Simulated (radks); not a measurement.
Task: The mean radii <r> (bohr) of the occupied orbitals of an atom or ion are listed with their occupations. All-electron calculation, Dirac Kohn-Sham, BLYP, spin-unpolarised, spherical densities, point nucleus. Program: a radial shooting solver on a logarithmic mesh with Libxc functionals.

| orbital | occ. | <r> |
|---|---|---|
| 1s1/2 | 2 | 0.02507 |
| 2s1/2 | 2 | 0.1070 |
| 2p1/2 | 2 | 0.08990 |
| 2p3/2 | 4 | 0.09600 |
| 3s1/2 | 2 | 0.2849 |
| 3p1/2 | 2 | 0.2747 |
| 3p3/2 | 4 | 0.2867 |
| 3d3/2 | 4 | 0.2577 |
| 3d5/2 | 6 | 0.2615 |
| 4s1/2 | 2 | 0.6541 |
| 4p1/2 | 2 | 0.6745 |
| 4p3/2 | 4 | 0.7015 |
| 4d3/2 | 4 | 0.7618 |
| 4d5/2 | 6 | 0.7714 |
| 5s1/2 | 2 | 1.540 |
| 5p1/2 | 2 | 1.711 |
| 5p3/2 | 4 | 1.782 |

Name the element and its charge. Open shells, if any, are shared by 2j + 1.

Result: Z = 57, lanthanum, charge +3: La3+ in [Xe]. The 1s radius gives Z: for a bare nucleus <r> = (2 gamma + 1)/(2Z) with gamma = sqrt(1 - (Z/c)^2), 0.02473 bohr for Z = 57, and screening makes it slightly larger (0.02507 here). The occupations add up to 54, and the charge is Z minus that.
